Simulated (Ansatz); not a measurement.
Geometry optimisation of the cluster BeBr₂.

```yaml
crystal:
  periodic: [false, false, false]
  atoms:
    - {symbol: Be, position_ang: [-0.000170, -0.000170, 0.000190]}
    - {symbol: Br, position_ang: [-1.516490, 0.548420, -1.092510]}
    - {symbol: Br, position_ang: [1.516660, -0.548260, 1.092320]}
basis:
  gaussian: {orbitals: def2-TZVP}
hamiltonian: {xc: pbe, dispersion: d4}
scf: {lower_state_search: "off"}
output: {orbitals: {seedname: orbitals}}
relax: {f_tol: 0.02, max_steps: 100}
```

```sh
$ ansatz run in.yaml --threads 4 --pin off --events-out ev --progress --plain --max-ram 3916MiB
```

Shortened log:

```
Functional definition: PBE
mean field -140475.66246775 eV, -5162.3853778657 hartree, gradient 5.1e-6 eV, S^2 0.000000; 0 other end points of the search recorded, 0 dependent functions left out
relax step   1: F+E_penalty+E_count = -140475.72313338 eV  Δ(F+E_penalty+E_count) = +0.000e0 eV  max|allowed force component| = 1.596e-1 eV/Å  Δτ_max = 0.0000 Å  (14 SCF iters, accepted)
mean field -140475.66498577 eV, -5162.3854704014 hartree, gradient 1.8e-6 eV, S^2 0.000000; 0 other end points of the search recorded, 0 dependent functions left out
relax step   2: F+E_penalty+E_count = -140475.72536125 eV  Δ(F+E_penalty+E_count) = -2.228e-3 eV  max|allowed force component| = 5.434e-2 eV/Å  Δτ_max = 0.0081 Å  (21 SCF iters, accepted)
mean field -140475.66543838 eV, -5162.3854870344 hartree, gradient 1.8e-6 eV, S^2 0.000000; 0 other end points of the search recorded, 0 dependent functions left out
relax step   3: F+E_penalty+E_count = -140475.72566118 eV  Δ(F+E_penalty+E_count) = -2.999e-4 eV  max|allowed force component| = 5.095e-4 eV/Å  Δτ_max = 0.0043 Å  (21 SCF iters, accepted)
Total energy: -140475.72569252 eV, -5162.3877013334 hartree
Atom 0 at    -0.000052    -0.000048     0.000050 Å, force     0.000091     0.000089    -0.000101 eV/Å
Atom 1 at    -1.526215     0.551854    -1.099403 Å, force    -0.000510     0.000123    -0.000284 eV/Å
Atom 2 at     1.526267    -0.551816     1.099353 Å, force     0.000418    -0.000212     0.000385 eV/Å
Dipole moment:    -0.000032    -0.000028     0.000031 e Å
Checks for a lower state left out: stability, starts, cluster_reference, orbital_swaps, neighbouring_geometries, increment
```

It took 1.8 s on 4 threads of Arm Neoverse V1 on a shared host.

The structure comes from a short search, and lower isomers may exist.
